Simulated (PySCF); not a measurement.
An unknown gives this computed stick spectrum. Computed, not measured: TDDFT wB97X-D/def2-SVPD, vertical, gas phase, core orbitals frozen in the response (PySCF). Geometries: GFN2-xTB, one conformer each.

```tsv
state	ν̃ (cm⁻¹)	f	main configurations (H = HOMO, L = LUMO)
S1	53880	0.017	H→L (63%), H→L+1 (13%), H→L+2 (11%)
S2	56660	0.045	H→L+1 (61%), H→L (24%)
S3	57890	0.0002	H-1→L (40%), H-1→L+1 (21%), H-1→L+2 (12%)
S4	58770	0.0010	H-2→L (38%), H-2→L+1 (22%), H-2→L+2 (9%)
S5	61430	0.0056	H-3→L (24%), H-3→L+1 (19%), H-3→L+2 (12%)
S6	61740	0.012	H→L+2 (29%), H→L+4 (23%), H→L+1 (14%)
S7	63700	0.019	H-1→L+1 (35%), H-1→L (24%), H→L+3 (10%)
S8	63950	0.031	H→L+3 (49%), H-1→L (10%)
```

Triplets computed (Tamm–Dancoff): 6.16, 6.48, 6.62 eV.

Orbital energies (eV): HOMO-3 -10.64, HOMO-2 -10.32, HOMO-1 -10.15, HOMO -9.44, LUMO 1.49, LUMO+1 1.84, LUMO+2 2.12.

**Question.** Which structure fits? All have the formula C5H8Cl2Si.
A. `[C@@H]1([C@H]2[C@@H]1[C@]2(Cl)C[SiH3])Cl`
B. `[C@@H]12C[SiH2][C@](Cl)(C2)[C@@H]1Cl`
C. `C[SiH2][C@@H]1C(Cl)=C[C@H]1Cl`
D. `C[C@@H]1[SiH2][C@@H](Cl)C=C1Cl`

**Answer.** B. Its S1 lies at 6.68 eV; the nearest of the others has S1 at 6.12 eV. S1 is HOMO→LUMO (63%), HOMO→LUMO+1 (13%), HOMO→LUMO+2 (11%). Löwdin shares by element: HOMO chlorine 37% or more, carbon 26% or more, silicon 12% (atoms not listed hold the other 25%); LUMO silicon 29%, chlorine 12% or more, hydrogen 9% or more, carbon 9% or more (atoms not listed hold the other 41%). At the same level the other candidates give, for their lowest levels:
- `[SiH3]C[C@@]1(Cl)[C@@H]2[C@@H](Cl)[C@@H]21`: 7.26 eV (f 0.002); 7.48 eV (f 0.000); 7.58 eV (f 0.018); 7.71 eV (f 0.007); 8.01 eV (f 0.062); T1 6.68 eV; HOMO -9.97, LUMO 1.86 eV
- `C[C@@H]1[SiH2][C@@H](Cl)C=C1Cl`: 6.03 eV (f 0.074); 6.30 eV (f 0.228); 6.72 eV (f 0.024); 6.75 eV (f 0.001); 7.09 eV (f 0.003); T1 4.16 eV; HOMO -9.22, LUMO 0.99 eV
- `C[SiH2][C@@H]1C(Cl)=C[C@H]1Cl`: 6.12 eV (f 0.143); 6.97 eV (f 0.012); 6.99 eV (f 0.072); 7.04 eV (f 0.018); 7.20 eV (f 0.029); T1 4.13 eV; HOMO -9.16, LUMO 1.13 eV
